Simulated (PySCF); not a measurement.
Fill in the blanks.

Compound: C6H4O.
SMILES: `C#CC1=CC=CO1`

```csv
property,level,value
point group of the GFN2-xTB geometry,GFN2-xTB,Cs
"rotational constants A, B, C of the GFN2-xTB geometry",GFN2-xTB,?
dipole moment,CAM-B3LYP/def2-SVPD,1.08 D
HOMO energy,CAM-B3LYP/def2-SVPD,-7.70 eV
LUMO energy,CAM-B3LYP/def2-SVPD,0.22 eV
lowest singlet excitation,TDDFT CAM-B3LYP/def2-SVPD,?
lowest triplet excitation (Tamm–Dancoff),TDA CAM-B3LYP/def2-SVPD,3.32 eV
static isotropic polarisability,CAM-B3LYP/def2-SVPD,?
electronic spatial extent ⟨r²⟩ about the centre of nuclear charge,CAM-B3LYP/def2-SVPD,693 bohr²
13C chemical shifts (computed TMS as zero) by class,GIAO PBE0/pcSseg-1,"148.6 (1 C), 141.9 (1 C), 126.9 (1 C), 117.9 (1 C), 92.2 (1 C), 78.9 (1 C) ppm"
1H chemical shifts (computed TMS as zero) by class,GIAO PBE0/pcSseg-1,?
"isotropic shieldings of nuclei other than C and H, by class",GIAO PBE0/pcSseg-1,?
largest of the computed one-bond spin–spin couplings (means over like bonds),"B3LYP/pcJ-1, spin–dipole term left out",?
```

Gas-phase values; electronic properties from PySCF, density fitting. Geometry: GFN2-xTB; no solvent, vibrations or thermal averaging.

(1) What are the 1H chemical shifts (computed TMS as zero) by class?

(2) Give the isotropic shieldings of nuclei other than C and H, by class.

(3) What is the static isotropic polarisability?

(4) The largest of the computed one-bond spin–spin couplings (means over like bonds)?

(5) Give the rotational constants A, B, C of the GFN2-xTB geometry.

(6) Give the lowest singlet excitation.

Answers

(1) 7.47 (1 H), 7.08 (1 H), 6.68 (1 H), 3.12 (1 H) ppm.

(2) 21 (1 O) ppm.

(3) 72.8 au.

(4) 13C–1H +268.4, 13C–1H +210.0, 13C–13C +207.7, 13C–1H +186.3, 13C–1H +182.4, 13C–13C +128.6, 13C–13C +77.8, 13C–13C +72.2 Hz.

(5) 9.327, 2.027, 1.665 GHz.

(6) 5.21 eV (238 nm, f = 0.376).

The 8 singlets span 5.21 to 7.37 eV, and their oscillator strengths add up to 0.51. The vertical singlet–triplet gap S1 − T1 is 1.89 eV (TDDFT singlet less Tamm–Dancoff triplet; S1: HOMO→LUMO, weight 0.92; T1: HOMO→LUMO, weight 0.93). No computed singlet falls in the visible range (750 to 380 nm, 1.65 to 3.26 eV); S1 lies 1.95 eV above its blue end. The polarisability is 10.79 Å³ as a volume (1 au = 0.148185 Å³), or 1.52 au for each of the 48 electrons. The rotational constants make it an asymmetric top with κ = (2B − A − C)/(A − C) = -0.91, nearer the prolate limit (−1).
